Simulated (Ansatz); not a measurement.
The cluster SiPt3, relaxed as a triplet with UKS PBE0-D4/def2-SVP in Ansatz, starting from the PBE0-D4/def2-SVP geometry of the neutral singlet. Force threshold 0.02 eV/Å.

In the def2 sets Pt takes a core potential; there is no spin–orbit coupling. At PBE0-D4/def2-SVP a singlet of charge 0 lies 0.15 eV below the triplet, each at its own geometry. The structure comes from a short search, and lower isomers may exist.

Start:

```xyz
4

Pt    0.463    0.511   -1.424
Pt    1.085   -0.914    0.701
Pt   -1.433   -0.672   -0.031
Si   -0.115    1.074    0.754
```

| step | energy (eV) | largest force component (eV/Å) | SCF passes |
| --- | --- | --- | --- |
| 1 | -17614.5233 | 0.806 | 103 |
| 2 (rejected) | -17614.5201 | 1.926 | 45 |
| 3 | -17614.5903 | 0.775 | 45 |
| 4 | -17614.6063 | 0.258 | 40 |
| 5 | -17614.6117 | 0.045 | 41 |
| 6 | -17614.6120 | 0.031 | 44 |
| 7 | -17614.6165 | 0.109 | 46 |
| 8 | -17614.6215 | 0.118 | 45 |
| 9 | -17614.6225 | 0.032 | 43 |
| 10 (rejected) | -17614.6223 | 0.086 | 42 |
| 11 | -17614.6230 | 0.015 | 43 |
| 12 | -17614.6231 | 0.005 | 43 |

Force components are those of the run's own axes.

End:

Cartesian coordinates in Å:
```
Pt 0.517 0.459 -1.392
Pt 1.106 -0.896 0.625
Pt -1.457 -0.652 -0.012
Si -0.167 1.089 0.780
```

By distances, no bond broke or formed. The bond that changes most is Pt1–Pt2, from 2.63 to 2.50 Å (atoms count from 1).

The force fell under the threshold at step 11, but the optimiser went on. No frequencies were taken in this run, so the end may be a saddle point.

Hardware: 2 threads of Arm Neoverse V2 on a shared host. Wall time 1.7 min.
